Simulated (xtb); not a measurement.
Sn(Br)(OH)2(NH2) (BrH₄NO₂Sn), SMILES [NH2][Sn]([OH])([OH])[Br]. All values are semi-empirical tight-binding results from xtb (GFN2-xTB unless named), good for trends rather than for accurate numbers. Geometry: GFN2-xTB. The structure was generated by enumeration; whether it is a known compound was not checked. Other conformers were not sampled.

Optimised geometry:

Bonds (Å): N1–Sn2 2.016, N1–H6 1.015, N1–H7 1.015, Sn2–O3 1.937, Sn2–O4 1.936, Sn2–Br5 2.454, O3–H8 0.957, O4–H9 0.958. Bond angles (°): Sn2–N1–H6 111.7, Sn2–N1–H7 110.1, H6–N1–H7 106.4, N1–Sn2–O3 111.2, N1–Sn2–O4 113.5, N1–Sn2–Br5 109.3, O3–Sn2–O4 103.6, O3–Sn2–Br5 109.0, O4–Sn2–Br5 110.1, Sn2–O3–H8 116.2, Sn2–O4–H9 114.3.

For metal compounds this method's bond lengths and energies can be far off.

### Question
Estimate the properties. (The exact figures need the calculation; the answer reports its results.)

### Answer

```json
{
 "orbital_gap": "3.21 eV",
 "zero_point_energy": "30.6 kcal/mol",
 "G − E(el) at 298.15 K (modified RRHO)": "7.6 kcal/mol"
}
```

Computed atomic charges and the Wiberg bond orders between heavy atoms:
charges (e) N1 -0.38, Sn2 0.50, O3 -0.50, O4 -0.49, Br5 -0.15, H6 0.18, H7 0.18, H8 0.31, H9 0.32. Bond orders N1–Sn2 0.77, Sn2–O3 0.83, Sn2–O4 0.83, Sn2–Br5 0.80.
